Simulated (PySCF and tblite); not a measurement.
Values are calculated unless marked as measured or tabulated.
C₄H₉BS₂, numbered as in [BH:1]1[CH2:2][S:3][CH2:4][CH2:5][CH2:6][S:7]1.

Level: PBE0-D3(BJ)/pcSseg-1//GFN2-xTB, thermal terms from GFN2-xTB, symmetry numbers and mirror pairs counted. Conformers within 2.5 kcal/mol (GFN2-xTB free energy) were kept, 4 at most. GIAO shieldings: PBE0/pcSseg-1. Shifts are against TMS (¹H), TMS (¹³C), BF3·OEt2 (¹¹B) at the same level. Codes: tblite and PySCF.

Q: List the conformer-averaged shifts at 298.15 K.

A: ¹H: 6.95 (H1, 1H), 3.13 (H6, 2H), 2.80 (H2, 2H), 2.69 (H4, 2H), 1.86 (H5, 2H) ppm. ¹³C: 41.3 (C4), 36.7 (C6), 33.4 (C5), 26.7 (C2) ppm. ¹¹B: 64.7 (B1) ppm.

Q: How do the conformers differ?

A: The 7-ring runs over atoms 1–2–3–4–5–6–7. Of a mirror pair one member is shown.
| conformer | shape | weight % |
| --- | --- | --- |
| 1 | 7-ring puckered (ring torsions 1, 83, -52, -55, 79, 8, -55°) | 54.2 |
| 2 | 7-ring puckered (ring torsions 90, -72, 74, -92, 72, 0, -73°) | 42.4 |
| 3 | 7-ring puckered (ring torsions 84, -50, -43, 104, -47, -1, -33°) | 3.4 |

| signal | 1 | 2 | 3 | average |
| --- | --- | --- | --- | --- |
| H1 | 7.03 | 6.84 | 6.87 | 6.95 |
| H2 | 3.02 | 2.53 | 2.57 | 2.80 |
| H4 | 2.60 | 2.81 | 2.62 | 2.69 |
| H5 | 1.70 | 2.04 | 2.08 | 1.86 |
| H6 | 3.26 | 2.93 | 3.34 | 3.13 |
| C2 | 26.9 | 26.2 | 28.7 | 26.7 |
| C4 | 37.2 | 46.9 | 38.9 | 41.3 |
| C5 | 31.5 | 35.8 | 34.3 | 33.4 |
| C6 | 36.9 | 36.7 | 33.0 | 36.7 |
| B1 | 67.1 | 61.7 | 65.6 | 64.7 |

Shifts are unscaled: against experiment ¹³C can be off by 15 ppm or more and ¹H by 0.8 ppm.


Conformer gaps in pcSseg-1 on xTB geometries can be 2 kcal/mol off for S=O, P=O and other polar bonds.